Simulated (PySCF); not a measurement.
## Structure elucidation problem

Molecular formula: C₁₀H₁₂. Simulated spectra:

¹H NMR (500 MHz, computed): δ 7.21 (m, 2H), 7.15 (m, 2H), 2.70 (m, 4H), 1.66 (m, 4H).

¹³C{¹H} NMR (computed): δ 141.4 (C, 2C), 134.7 (CH, 2C), 131.1 (CH, 2C), 32.0 (CH2, 2C), 25.7 (CH2, 2C).

PySCF 2.14.0 with density-fitted response routines calculation with PBE0-D3(BJ)/def2-SVP geometry and shielding tensors at PBE0/pcSseg-1 (GIAO); relativity neglected, no solvent, rapidly exchanging positions averaged, one conformer.

Referencing at the same level of theory: ¹H, ¹³C against TMS.

Problem. Propose a structure and justify it.

Solution. 
The formula gives 5 degrees of unsaturation (2 rings in the answer). 5 carbon signals for 10 carbons: some carbons are equivalent by symmetry or fast rotation. Carbon types of the structure: 2 × C, 4 × CH, 4 × CH2, which accounts for all hydrogens. δC 141.4: substituted aromatic carbon. δC 134.7, 131.1: aromatic CH; the aromatic region. δC 32.0: sp3 CH2 on an aromatic ring; a saturated carbon with 2 carbon neighbours and no heteroatom attached. δC 25.7: sp3 CH2 in a ring; a saturated carbon with 2 carbon neighbours and no heteroatom attached. δH 7.21, 7.15: hydrogen on an aromatic CH; the ring current deshields protons in the ring plane. δH 2.70: hydrogen on an sp3 CH2 on an aromatic ring; benzylic-type position, deshielded by the ring. δH 1.66: hydrogen on an sp3 CH2 in a ring.

Structure: `c12c(cccc1)CCCC2`.

This is the structure that produced the data.

Shifts are as computed. Against solution values, carbons near 30 ppm lie about +2 ppm off and those near 130 ppm about +5 ppm. Of 1211 compounds with measured shifts, 218 miss one by over three times the rms of a fit or turn the order of signals round; such compounds aren't used in these exercises. Multiplicities follow the n + 1 count of equivalent neighbours, as no J values were calculated; m marks all less simple cases, F and P coupling included.
